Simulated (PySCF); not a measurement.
C₇H₇FSi (charge +1 and doublet state).
Geometry (GFN2-xTB, Å), atoms numbered from 1 in this order:
```
atom  x, y, z in Å
C1     4.4694   -0.5819   -0.4731
C2     3.6966    0.5246   -0.4373
C3     2.3161    0.4760   -0.4392
C4     1.0854    0.4610   -0.4437
C5    -0.2408    0.4383   -0.4514
C6    -1.4700    0.4272   -0.5150
C7    -2.8588    0.3904   -0.5235
Si8   -3.5212    0.3346    1.3651
F9    -2.6859   -0.8762    1.9812
H10    5.5440   -0.5064   -0.4758
H11    4.0413   -1.5714   -0.5008
H12    4.1401    1.5140   -0.4084
H13   -3.2358   -0.5193   -0.9921
H14   -3.2967    1.2787   -0.9759
H15   -3.0813    1.5446    2.0280
H16   -4.9099   -0.0575    1.2506
```

The hyperfine couplings belong to this conformer and change with its torsions.

Identity: `[CH2+][CH]C#CC#CC[SiH2]F` [radical] (charge +1).

Level of theory: UKS B3LYP, pcH-1 on C F H Si, non-relativistic, mean-field spin-orbit, GIAO (PySCF 2.14.0). One conformer (not necessarily the lowest) at the GFN2-xTB geometry, without solvent, vibrations or thermal averaging. The geometry wasn't refined by DFT: couplings that depend on bond lengths, twists or pyramidal angles can differ widely from those at the functional's own minimum, by a factor of two or more for some ions and for spin on atoms past the first row. The SCF solution wasn't tested for stability.

Break the g tensor into its mass correction, gauge correction and orbital-Zeeman/spin–orbit terms.

```tsv
Δg (ppt)	1	2	3
relativistic mass correction	-0.15	-0.15	-0.15
gauge correction	-0.01	0.03	0.04
orbital Zeeman/spin–orbit	-0.03	1.11	6.51
total	-0.18	0.99	6.40
```

So g = 2.00214, 2.00330, 2.00872 and g_iso = 2.00472; the tensor is rhombic: the two nearest values differ by 18 % of g3 − g1. Axes: g3 points within 4° of the C3–C4 bond.

Average each term over the three axes. Which is largest in size?

The orbital-Zeeman/spin–orbit term 2.53, the mass correction -0.15 and the gauge correction 0.02 ppt, for a total of 2.40 ppt. The orbital-Zeeman/spin–orbit term is the largest in size. The mass correction is the same along every axis, so the anisotropy comes from the other two: their spans along these axes are 0.04 (gauge) and 6.54 ppt (orbital Zeeman/spin–orbit).

What effective moment and Curie constant follow for a powder?

With the mean of g² = 4.0189 and S(S+1) = 0.75: μ_eff = √(⟨g²⟩S(S+1)) = 1.736 μB and χT = 0.12505·⟨g²⟩·S(S+1) = 0.377 cm³ K/mol (cgs; spin-Hamiltonian part alone).

In a frozen sample, at which fields do the three g values resonate at 9.5, 34, 94 and 263 GHz (hyperfine left aside), and which band first spreads them over more than twice a line width of 0.5 mT?

```
band    GHz  B(g3) mT  B(g2) mT  B(g1) mT  spread mT
   X    9.5    337.90    338.82    339.01       1.11
   Q   34.0   1209.34   1212.61   1213.31       3.97
   W   94.0   3343.47   3352.50   3354.46      10.98
   J  263.0   9354.61   9379.88   9385.34      30.73
```

The spread grows in proportion to the frequency. X band is the first where it exceeds 1.0 mT.

The Mulliken spin populations are largest on C1 (+0.36), C3 (+0.21), C6 (+0.21) and C5 (+0.09). Three atoms exceed +0.15.

The HOMO–LUMO gaps are 4.54 eV among the α and 2.20 eV among the β orbitals.

The SMILES draws the unpaired electron on C2; the largest computed Mulliken spin population is on C1 (0.36 against -0.06).
